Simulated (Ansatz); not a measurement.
A structure drawn as `N=C(F)B(F)Cl`, with this starting geometry:

Cartesian coordinates in Å:
```
N -1.4283 0.4307 -0.4608
C -0.2455 -0.2136 -0.3759
F 0.0587 -1.2456 -1.2413
B 0.7727 0.2682 0.7443
F 0.4845 1.2613 1.6566
Cl 2.4337 -0.6618 0.8310
H -2.0758 0.1608 -1.1538
```

Charge 0, multiplicity 1.

**Question.** Does it keep its bonds when Ansatz relaxes it at PBE-D4/def2-SVP and then PBE0-D4/def2-TZVP?

**Answer.** Yes, every drawn bond is still there and no new one forms.

**Question.** Give the relaxed structure. (Estimate.)

**Answer.** Computed: 
Z-matrix (Å, degrees):
```
C
F 1 1.349
B 1 1.583 2 115.1
N 1 1.249 2 122.6 3 180.0
F 3 1.306 1 118.7 2 -179.9
Cl 3 1.736 1 121.4 2 0.1
H 4 1.021 1 112.3 2 -0.0
```
All modes are real.

Atoms count as bonded under 1.1 times the sum of their covalent radii (H–H under 0.85 Å, pairs among N, O and F under 1.55 Å), and a drawn bond as lost past 1.3 times.
